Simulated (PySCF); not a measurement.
## Correlation energy of Br (bromine, neutral)

Starting occupation: [Ar] 3d10 4s2 4p5, 4p1/2 with m_j = -1/2, +1/2, 4p3/2 with m_j = -1/2, +1/2, +3/2. Computed with PySCF 2.14 in x2c-SVPall-2c (5s6p3d, 38 functions), with X2C-1e with screened-nucleus spin-orbit coupling, Gaussian nucleus. Frozen: [Ne]; 25 electrons correlated.

MP2 pair energies summed by pair of shells (mhartree):

| pair | energy | share (%) |
| --- | --- | --- |
| 3d-3d | -104.79 | 31.1 |
| 3d-3p | -72.76 | 21.6 |
| 4p-4p | -65.48 | 19.4 |
| 4p-4s | -29.50 | 8.8 |
| 3p-3p | -22.05 | 6.5 |
| 3d-4p | -16.94 | 5.0 |
| 4s-4s | -6.13 | 1.8 |
| 3d-3s | -5.98 | 1.8 |
| 3p-4p | -4.53 | 1.3 |
| 3d-4s | -3.89 | 1.2 |
| 3p-3s | -2.53 | 0.8 |
| 3p-4s | -1.05 | 0.3 |
| 3s-3s | -0.60 | 0.2 |
| 3s-4p | -0.54 | 0.2 |
| 3s-4s | -0.26 | 0.1 |

Total MP2 correlation energy: -337.03 mhartree.

The GHF reference relaxed away from the jj start to a determinant that is no pure jj level (⟨S²⟩ = 0.75, ⟨J²⟩ = 3.76); the energies belong to that determinant.

This basis was not built for core-valence correlation, so the inner-shell part is incomplete.
